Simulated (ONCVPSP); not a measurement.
## Zn (Z = 30): one change to an ONCV potential, before and after

| Quantity | Value |
| --- | --- |
| Element | Zn (Z = 30) |
| Generator | ONCVPSP 4.0.1 |
| Type | optimised norm-conserving Vanderbilt (ONCV) |
| Functional | PBEsol |
| Relativity | scalar-relativistic |
| Frozen core | [Ne] |
| Valence charge | 20 |
| Reference configuration | 3s2 3p6 3d10 4s2 |
| Partial waves | 3s+4s: rc 1.35 bohr, ncon 4, nbas 8, qcut 7.6 1/bohr, 2 projectors; 3p: rc 1.00 bohr, ncon 4, nbas 7, qcut 13.4 1/bohr, 1 projector; 3d: rc 1.20 bohr, ncon 4, nbas 8, qcut 15.1 1/bohr, 2 projectors, debl 3.5 Ha |
| Local potential | polynomial inside 0.85 bohr (lpopt 5, dvloc0 0 Ha) |
| Core correction | Teter function, fcfact 2, rcfact 1.25 |

All-electron outer shells of the reference configuration (PBEsol, scalar-relativistic, ld1.x):

```
shell  level (eV)  outermost node (bohr)  outermost maximum (bohr)
   2p    -1003.46                      –                      0.15
   3s     -128.92                   0.28                      0.59
   3p      -83.26                   0.25                      0.59
   3d      -10.17                      –                      0.56
   4s       -6.00                   0.85                      2.09
```

Change: local potential polynomial inside 0.85 bohr (lpopt 5, dvloc0 1.5 Ha).

Cutoffs: the cutoffs (Ha) at which the residual kinetic energy of the hardest occupied pseudo-wave falls to 1 and 0.1 mHa per electron; they do not see the model core or the augmentation charge, which bear on the density cutoff. Errors are all-electron minus pseudo energies relative to the spin-unpolarised reference configuration.

Task: How do hardness, ghosts and transferability respond?

Result: The potential gets neither clearly harder nor softer (80 Ha and 91 Ha → 80 Ha and 91 Ha); the errors of the 4 common tests hardly move; the range in which the p phases agree narrows (upper end at the end of the scan → 3.5); neither file shows a bound ghost.

| quantity | base | changed |
| --- | --- | --- |
| cutoff, loose | 80 Ha | 80 Ha |
| cutoff, tight | 91 Ha | 91 Ha |
| bound ghosts | none | none |
| GHOST(+) flags under 300 eV | none | none |
| error for 3s2 3p6 3d10 4s1, meV [ΔE 9.90 eV] | -0.2 | -0.2 |
| error for 3s2 3p6 3d10 4s0, meV [ΔE 28.25 eV] | +1.3 | +1.3 |
| error for 3s2 3p6 3d9 4s0, meV [ΔE 68.76 eV] | -6.0 | -5.1 |
| error for 3s1 3p6 3d10 4s2, meV [ΔE 137.75 eV] | -405 | -400 |
| s: phases at 1.37 bohr within 0.05 rad from the reference energy up to (Ha; the scan ends near 5) | to the end of the scan | to the end of the scan |
| p: phases at 1.02 bohr within 0.05 rad from the reference energy up to (Ha; the scan ends near 5) | to the end of the scan | 3.5 |
| d: phases at 1.22 bohr within 0.05 rad from the reference energy up to (Ha; the scan ends near 5) | to the end of the scan | to the end of the scan |
| rms error of d²Exc/dni dnj with the model core, mHa | 1.23 | 1.23 |
